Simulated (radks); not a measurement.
Re I, configuration [Xe] 4f13 5d5 6s2 6p1 (not the ground configuration). Calculated with a radial shooting solver on a logarithmic mesh with Libxc functionals: scalar-relativistic Kohn-Sham, r2SCAN, spin-polarised, spherical densities, finite nucleus; open shells are filled with parallel spins first (spin-orbit coupling, left out, can overturn this in heavy ions); meta-GGA in the generalised Kohn-Sham scheme; Fermi nuclear charge, rms radius 5.3698 fm.

Unscreened Slater integrals over Kohn-Sham orbitals (eV). They are taken over the spin-up orbitals.

integral,value
"F0(6p,6p)",6.2966
"F2(6p,6p)",3.3099
"F0(6p,6s)",7.2033
"G1(6p,6s)",4.1692
"F0(6p,5d)",7.8946
"F2(6p,5d)",2.4258
"G1(6p,5d)",1.1859
"G3(6p,5d)",0.91835
"F0(6p,5p)",8.1672
"F2(6p,5p)",1.6453
"G0(6p,5p)",0.28378
"G2(6p,5p)",0.37914
"F0(6s,6s)",8.7915
"F0(6s,5d)",10.360
"G2(6s,5d)",2.5984
"F0(6s,5p)",10.985
"G1(6s,5p)",0.83837
"F0(5d,5d)",14.489
"F2(5d,5d)",7.4540
"F4(5d,5d)",4.9065
"F0(5d,5p)",16.753
"F2(5d,5p)",8.1488
"G1(5d,5p)",9.6993
"G3(5d,5p)",5.9844
"F0(5p,5p)",20.666
"F2(5p,5p)",11.149

Derived for the open shells (J is the average intra-shell exchange parameter used in DFT+U). 5d: Racah B = F2/49 - 5 F4/441 = 0.09649 eV, C = 35 F4/441 = 0.3894 eV, C/B = 4.04, F4/F2 = 0.658, J = (F2 + F4)/14 = 0.8829 eV. 6p: J = F2/5 = 0.6620 eV.
